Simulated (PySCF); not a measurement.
Job file and geometry (Å, from GFN2-xTB) of an NMR shielding run on SMILES CO[SiH2]O[C@@H](C)C[SiH3], C4H14O2Si2, GIAO PBE0/pcSseg-1 NMR shielding, non-relativistic, gas phase in PySCF; density fitting, a coarse starting grid and PySCF grid level 2 are the driver's defaults:

```
$ OMP_NUM_THREADS=1 python probes_run.py task.json out

{"job": {"kind": "nmr", "xc": "PBE0", "basis": "pcSseg-1"}, "charge": 0, "multiplicity": 1}
C      3.683058     1.154192     0.206848
O      2.352802     0.826179     0.431474
Si     1.596873    -0.470079    -0.158694
O      0.164151    -0.279223     0.538563
C     -0.976298    -1.064306     0.317092
C     -1.742183    -1.176384     1.630330
C     -1.812430    -0.441786    -0.795734
Si    -2.094897     1.428081    -0.566684
H      3.929465     1.103533    -0.856508
H      4.345321     0.470264     0.744060
H      3.850109     2.170117     0.566362
H      2.233668    -1.729900     0.247698
H      1.548376    -0.435335    -1.626802
H     -0.657976    -2.073247     0.010293
H     -2.013915    -0.186013     1.982921
H     -2.642048    -1.770577     1.494007
H     -1.114456    -1.650540     2.380976
H     -1.284267    -0.596475    -1.738225
H     -2.758192    -0.978668    -0.872171
H     -2.926987     1.678991     0.615158
H     -2.849042     1.874646    -1.745731
H     -0.841541     2.165916    -0.483446
```

**Question.** Write the output of this run.

**Answer.** 
```
coarse grid: 18448 points
cycle   1  E = -889.4403406812  dE =  8.202e-01  |g| = 9.342e-01  |ddm| = 3.999e+00
cycle   2  E = -889.1990603666  dE =  2.413e-01  |g| = 1.466e+00  |ddm| = 2.027e+00
cycle   3  E = -889.5997563378  dE = -4.007e-01  |g| = 1.136e-01  |ddm| = 1.432e+00
cycle   4  E = -889.6018607775  dE = -2.104e-03  |g| = 5.026e-02  |ddm| = 1.163e-01
cycle   5  E = -889.6024459639  dE = -5.852e-04  |g| = 9.210e-03  |ddm| = 4.463e-02
cycle   6  E = -889.6024609030  dE = -1.494e-05  |g| = 3.930e-03  |ddm| = 9.584e-03
cycle   7  E = -889.6024636185  dE = -2.716e-06  |g| = 6.295e-04  |ddm| = 2.874e-03
final grid: 166312 points
cycle   8  E = -889.6707889410  dE = -3.441e-05  |g| = 1.300e-02  |ddm| = 2.736e-02
cycle   9  E = -889.6707568993  dE =  3.204e-05  |g| = 1.856e-02  |ddm| = 2.016e-02
cycle  10  E = -889.6708207516  dE = -6.385e-05  |g| = 1.424e-03  |ddm| = 1.270e-02
cycle  11  E = -889.6708211858  dE = -4.342e-07  |g| = 2.383e-04  |ddm| = 1.454e-03
cycle  12  E = -889.6708211976  dE = -1.186e-08  |g| = 7.186e-05  |ddm| = 2.785e-04
cycle  13  E = -889.6708211986  dE = -1.009e-09  |g| = 2.750e-05  |ddm| = 8.680e-05
cycle  14  E = -889.6708211988  dE = -1.553e-10  |g| = 6.393e-06  |ddm| = 2.572e-05
converged SCF energy = -889.6708211988

GIAO shielding tensors (ppm)
atom      isotropic    diamagn.    paramagn.     s11        s22        s33       span
  0 C      136.971     238.746    -101.775    109.513    115.350    186.051     76.538
  1 O      331.267     402.708     -71.441    299.343    328.092    366.366     67.022
  2 Si     383.039     884.690    -501.651    348.433    358.647    442.038     93.605
  3 O      271.651     402.169    -130.518    249.266    271.237    294.449     45.183
  4 C      121.086     241.544    -120.458     90.821    118.797    153.639     62.818
  5 C      160.736     248.360     -87.624    138.737    157.744    185.726     46.990
  6 C      165.393     254.287     -88.894    143.913    161.359    190.907     46.994
  7 Si     434.144     880.209    -446.065    412.657    424.190    465.585     52.928
  8 H       28.063      27.317       0.747     23.679     25.813     34.698     11.018
  9 H       27.943      26.465       1.478     23.475     25.609     34.747     11.272
 10 H       27.702      27.015       0.687     23.253     25.525     34.329     11.076
 11 H       26.874      32.137      -5.263     23.460     25.112     32.048      8.588
 12 H       26.846      33.188      -6.341     23.418     26.142     30.979      7.561
 13 H       27.344      32.420      -5.077     24.148     26.660     31.223      7.075
 14 H       30.075      31.521      -1.447     26.165     30.237     33.822      7.657
 15 H       30.944      29.842       1.102     26.603     28.577     37.652     11.049
 16 H       30.278      30.350      -0.072     26.085     28.222     36.527     10.442
 17 H       30.203      33.479      -3.276     25.841     28.980     35.788      9.947
 18 H       30.885      31.476      -0.592     26.404     28.771     37.479     11.075
 19 H       27.684      29.570      -1.886     23.833     26.551     32.669      8.835
 20 H       28.107      29.024      -0.917     24.879     25.510     33.931      9.053
 21 H       27.627      30.606      -2.979     22.942     27.967     31.972      9.030
```

**Question.** Turn these shieldings into chemical shifts. References, each an isolated molecule treated in the same way: 13C (σ = 186.93 ppm) and 29Si (σ = 349.16 ppm) and 1H (σ = 31.72 ppm) vs TMS; H2O for 17O (σ = 336.08 ppm).

**Answer.** Averaging equivalent atoms: C 4: 65.8; C 0: 50.0; C 5: 26.2; C 6: 21.5; O 3: 64.4; O 1: 4.8; Si 2: -33.9; Si 7: -85.0; H 12: 4.87; H 11: 4.84; H 13: 4.37; H 19/20/21: 3.91; H 8/9/10: 3.81; H 17: 1.51; H 14/15/16: 1.28; H 18: 0.83 ppm. Experimental scales use liquid or dissolved standards, which lie at an offset from isolated H2O (liquid H2O: subtract about 36 ppm).

Size and cost of the density-fitted run: 220 basis functions, 47 s wall time on 1 thread of an Arm Neoverse V1, shared host; peak memory 1.1 GiB.
